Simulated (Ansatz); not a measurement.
Calculated with Ansatz (gas phase, PBE0-D4/def2-TZVP geometries, no zero-point term in ΔE). CCSD(T)/CBS is the MP2 limit (def2-TZVPP, def2-QZVPP) plus CCSD(T) − MP2 in def2-TZVPP, frozen cores. This one scheme is used for every species, atoms too. Functionals use def2-TZVPP. Open shells (•) are unrestricted, without spin–orbit coupling. Spin–orbit coupling would lower the free atoms: a little for C, O, Si; clearly for Ge. For Ge outer-core shells are correlated without core-valence functions, so the limit isn't a true one: a few kJ/mol of doubt a bond, and 10 to 20 or more in all where bonds break to atoms. Scalar relativity is left out up to krypton.

Reaction (atomization): `C1O[SiH2][GeH2][O]1` → C• + Ge• + 6 H• + 2 O• + Si•

`C1O[SiH2][GeH2][O]1`:

Z-matrix (Å, degrees):
```
C
O 1 1.389
O 1 1.420 2 113.5
H 1 1.100 2 110.9 3 -122.0
H 1 1.093 2 107.9 3 118.0
Ge 2 1.814 1 115.6 3 39.1
Si 3 1.654 1 119.7 2 -37.0
H 6 1.533 2 105.4 1 -145.3
H 6 1.542 2 108.9 1 96.8
H 7 1.487 3 112.3 1 -101.6
H 7 1.482 3 109.7 1 136.6
```

Q: What is ΔE at CCSD(T)/CBS? (Best estimate.)

A: The calculation gave: +919.9 kcal/mol.

Q: What do these levels give: r2SCAN-D4, ωB97M-V, PBE, HF/def2-TZVPP, MP2/def2-TZVPP, MP2/def2-QZVPP? (Estimate.)

A: Ansatz gave: r2SCAN-D4 919.6, ωB97M-V 915.9, PBE 921.7, HF/def2-TZVPP 644.4, MP2/def2-TZVPP 909.6, MP2/def2-QZVPP 924.3 kcal/mol.

Largest T1 diagnostic among the species: 0.013.

The D4 term adds +10.2 kcal/mol with B3LYP and +5.3 kcal/mol with PBE0; it sums over pairs of atoms, weighted by their polarisabilities, and B3LYP, whose exchange is more repulsive, gets the larger term. In def2-TZVPP, CCSD(T) changes the Hartree–Fock value by +250.9 kcal/mol (the triples alone add +15.1 kcal/mol) and MP2 by +265.3 kcal/mol; breaking electron pairs costs correlation energy, which Hartree–Fock lacks. From PBE to PBE0 (25 % exact exchange), in def2-TZVPP and without D4, ΔE moves by −17.0 kcal/mol: exact exchange takes away binding that semilocal exchange gives to molecules.

B3LYP here is the variant with VWN-RPA as its local correlation; programs differ in this.

For atomizations the MP2-based limit and the directly extrapolated one differ by several kJ/mol either way, and by 10 to 25 for some Ge, Se and Sn compounds, so smaller differences from it don't rank the levels.
